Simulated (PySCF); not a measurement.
# N⁺: ionisation energy

N⁺ [He] 2s2 2p2 (3P) → N²⁺ [He] 2s2 2p1 (2P), as a difference of total energies. Computed with PySCF 2.14 in aug-cc-pVDZ-DK (4s3p2d, 23 functions), with the spin-free X2C one-electron Hamiltonian (Gaussian nucleus). Correlated levels: valence: 1s2 frozen. The calculations carry no spin-orbit coupling.

| method | ionisation energy (eV) | difference from reference (eV) |
| --- | --- | --- |
| UHF | 29.217 | -0.384 |
| MP2 (valence) | 29.455 | -0.146 |
| SCS-MP2 (valence) | 29.351 | -0.250 |
| CCSD (valence) | 29.289 | -0.312 |
| CCSD(T) (valence) | 29.297 | -0.304 |
| CCSDT (valence) | 29.299 | -0.302 |
| FCI (valence) | 29.299 | -0.302 |

Reference: 29.601 eV (semi-empirical (NIST evaluation); NIST Atomic Spectra Database, ionization energies).

Errors of the correlated levels include the incompleteness of this basis and the frozen core.
